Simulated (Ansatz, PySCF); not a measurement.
FH3LiN, SMILES [NH3]->[Li][F] (connectivity only; charge and spin as stated), neutral, multiplicity 1. Atoms are numbered in the order given.

```xyz
6

N      0.0000     0.0000    -1.7003
H      0.8147     0.4704    -2.0834
H      0.0000    -0.9408    -2.0834
H     -0.8147     0.4704    -2.0834
Li     0.0000     0.0000     0.3489
F      0.0000     0.0000     1.9399
```
Charge 0, spin multiplicity 1.

Geometry optimised at B3LYP-D3(BJ)/def2-TZVP.

Two levels are set side by side: PBE-D3(BJ)/def2-TZVP (Ansatz, a first-principles code) and B3LYP-D3(BJ)/def2-TZVP (Ansatz). Each level has its own optimised geometry; the coordinates shown are those of the second. Frequencies come from the Hessian of PySCF at each geometry. Differences are taken from unrounded values.

```tsv
quantity	B3LYP-D3(BJ)	PBE-D3(BJ)	PBE-D3(BJ) minus B3LYP-D3(BJ)
mean bond length (Å)	1.338	1.346	0.009
bond N1–Li5 (Å)	2.049	2.057	0.008
bond Li5–F6 (Å)	1.591	1.602	0.011
bond N1–H2 (Å)	1.016	1.024	0.008
bond N1–H3 (Å)	1.016	1.024	0.008
bond N1–H4 (Å)	1.016	1.024	0.008
highest harmonic wavenumber (cm⁻¹)	3560	3489	-71
mean harmonic wavenumber (cm⁻¹)	1445	1413	-32
zero-point energy (kcal/mol)	24.79	24.25	-0.54
```

GGA bonds tend to be longer and softer than those of functionals with exact exchange. Differences between two approximate levels are no errors against the true value.
